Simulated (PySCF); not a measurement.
# `C=C1C=C(F)/C1=C\CC`: 4 charge schemes on one density

C8H9F.
Z-matrix (Å and degrees, GFN2-xTB geometry), rows numbered from 1:
```
C 
C   1  1.3202
C   2  1.4767  1  136.14
C   3  1.3482  2   91.04  1  -179.48
F   4  1.3328  3  133.38  2   179.81
C   4  1.4677  3   94.83  2    -0.20
C   6  1.3248  2  136.76  1    -0.36
C   7  1.4944  6  124.58  2  -179.26
C   8  1.5293  7  110.78  6   117.26
H   1  1.0766  2  121.55  3    -0.11
H   1  1.0760  2  121.34  3   179.80
H   3  1.0714  2  133.60  1     0.51
H   7  1.0820  6  119.05  2    -0.69
H   8  1.0941  7  108.95  6  -122.86
H   8  1.0904  7  110.18  6    -4.33
H   9  1.0874  8  110.38  7   177.86
H   9  1.0878  8  110.26  7   -62.16
H   9  1.0880  8  110.57  7    57.70
```

Density: PBE0/pcSseg-1 (PySCF); schemes: Mulliken, IAO, Hirshfeld and ESP-fitted. One conformer (not necessarily the lowest) at the GFN2-xTB geometry, without solvent, vibrations or thermal averaging.

Task: Give the atomic charges in each scheme.

Result: In e; atoms taken as equivalent share a row and are averaged (×n: the atom named and its like, n in all):

```json
{"atom": "C1", "environment": "terminal =CH2 carbon", "Mulliken": "-0.029", "IAO": "-0.361", "Hirshfeld": "-0.124", "ESP-fitted": "-0.711"}
{"atom": "C2", "environment": "fully substituted alkene carbon", "Mulliken": "-0.228", "IAO": "+0.031", "Hirshfeld": "-0.006", "ESP-fitted": "+0.406"}
{"atom": "C3", "environment": "alkene CH carbon", "Mulliken": "-0.107", "IAO": "-0.208", "Hirshfeld": "-0.063", "ESP-fitted": "-0.494"}
{"atom": "C4", "environment": "vinylic C–F carbon", "Mulliken": "+0.344", "IAO": "+0.292", "Hirshfeld": "+0.096", "ESP-fitted": "+0.403"}
{"atom": "F5", "environment": "vinyl fluorine", "Mulliken": "-0.250", "IAO": "-0.238", "Hirshfeld": "-0.065", "ESP-fitted": "-0.158"}
{"atom": "C6", "environment": "fully substituted alkene carbon", "Mulliken": "-0.145", "IAO": "-0.037", "Hirshfeld": "-0.025", "ESP-fitted": "-0.274"}
{"atom": "C7", "environment": "alkene CH carbon", "Mulliken": "-0.097", "IAO": "-0.151", "Hirshfeld": "-0.039", "ESP-fitted": "-0.281"}
{"atom": "C8", "environment": "allylic carbon", "Mulliken": "-0.202", "IAO": "-0.255", "Hirshfeld": "-0.066", "ESP-fitted": "+0.357"}
{"atom": "C9", "environment": "methyl carbon", "Mulliken": "-0.282", "IAO": "-0.414", "Hirshfeld": "-0.115", "ESP-fitted": "-0.289"}
{"atom": "H10", "environment": "vinylic hydrogen", "Mulliken": "+0.113", "IAO": "+0.156", "Hirshfeld": "+0.046", "ESP-fitted": "+0.251"}
{"atom": "H11", "environment": "vinylic hydrogen", "Mulliken": "+0.114", "IAO": "+0.155", "Hirshfeld": "+0.046", "ESP-fitted": "+0.239"}
{"atom": "H12", "environment": "vinylic hydrogen", "Mulliken": "+0.071", "IAO": "+0.168", "Hirshfeld": "+0.064", "ESP-fitted": "+0.245"}
{"atom": "H13", "environment": "vinylic hydrogen", "Mulliken": "+0.090", "IAO": "+0.149", "Hirshfeld": "+0.049", "ESP-fitted": "+0.172"}
{"atom": "H14/H15", "environment": "methylene hydrogen", "Mulliken": "+0.132", "IAO": "+0.144", "Hirshfeld": "+0.040", "ESP-fitted": "-0.035"}
{"atom": "H16/H17/H18", "environment": "methyl hydrogen", "Mulliken": "+0.115", "IAO": "+0.141", "Hirshfeld": "+0.041", "ESP-fitted": "+0.068"}
```

Mean size of the charges over all atoms: ESP-fitted 0.253 e, IAO 0.185 e, Mulliken 0.149 e, Hirshfeld 0.056 e. Each set sums to the total charge, 0, to within 0.001 e. The ESP scheme fits charges at the nuclei, held to the total charge, to the electrostatic potential on points at 1.4 to 2.0 times the van der Waals radii.

Some averages cover members that differ in this geometry: H16/H17/H18, ESP-fitted +0.055 to +0.085 e.

Lowest charge. The schemes don't all agree: Mulliken C9 (-0.282); IAO C9 (-0.414); Hirshfeld C1 (-0.124); ESP-fitted C1 (-0.711).

Highest charge. The schemes don't all agree: Mulliken C4 (+0.344); IAO C4 (+0.292); Hirshfeld C4 (+0.096); ESP-fitted C2 (+0.406).

Task: How many electrons does the Hirshfeld scheme count on C6?

Result: Z − q = 6 − (-0.025) = 6.025.

Task: Sum the charges by element, for elements with more than one atom.

Result: 
| element | atoms | Mulliken | IAO | Hirshfeld | ESP-fitted |
| --- | --- | --- | --- | --- | --- |
| C | 8 | -0.747 | -1.102 | -0.342 | -0.882 |
| H | 9 | +0.996 | +1.341 | +0.407 | +1.040 |

Task: How closely do the schemes follow one another over all atoms?

Result: Correlation coefficient and root-mean-square difference: IAO with Hirshfeld 0.99, 0.146 e; Mulliken with Hirshfeld 0.83, 0.121 e; Mulliken with IAO 0.83, 0.116 e; Hirshfeld with ESP-fitted 0.70, 0.266 e; IAO with ESP-fitted 0.67, 0.227 e; Mulliken with ESP-fitted 0.36, 0.291 e.
